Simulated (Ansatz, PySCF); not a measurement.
Gas-phase reaction in SMILES: OB(O)P [phosphanylboronic acid] → OB(O)[PH] + H atom (the H-P bond at the site shown breaks; other sites are not compared here)
Structures are relaxed separately at B3LYP-D3(BJ)/def2-TZVP in Ansatz (a first-principles code), one conformer each, not searched for the lowest.

Wanted: bond dissociation energy (0 K, with B3LYP-D3(BJ) harmonic zero-point energies from PySCF), in kcal/mol. Correlated levels leave the core frozen unless marked. UHF or UKS for open shells. No spin-orbit coupling. Non-relativistic. CBS(X,Y): correlation extrapolated as X^-3; Hartree-Fock from the larger set. The bracket is a focal-point correction in the basis named.

| level | program | bond dissociation energy (kcal/mol) | minus last row |
|---|---|---|---|
| HF/aug-cc-pV(T+d)Z | Ansatz | 59.7 | -23.4 |
| revPBE-D3(BJ)/def2-TZVPD | Ansatz + dftd3 | 78.2 | -4.9 |
| r2SCAN/def2-TZVPD | Ansatz | 79.3 | -3.8 |
| HSE06/def2-TZVPD | Ansatz | 79.4 | -3.7 |
| RI-MP2/aug-cc-pV(T+d)Z | Ansatz | 80.3 | -2.8 |
| CCSD/aug-cc-pV(Q+d)Z | Ansatz | 81.8 | -1.3 |
| CCSD(T)/cc-pV(D+d)Z | Ansatz | 78.5 | -4.6 |
| RI-MP2/CBS(aug-cc-pV(T+d)Z,aug-cc-pV(Q+d)Z)+[CCSD(T)-MP2]/aug-cc-pV(Q+d)Z | Ansatz | 83.2 | 0.1 |
| CCSD(T)/CBS(cc-pV(T+d)Z,cc-pV(Q+d)Z) | Ansatz | 83.2 | 0.1 |
| CCSD(T)/CBS(aug-cc-pV(T+d)Z,aug-cc-pV(Q+d)Z) | Ansatz | 83.1 | 0.0 |
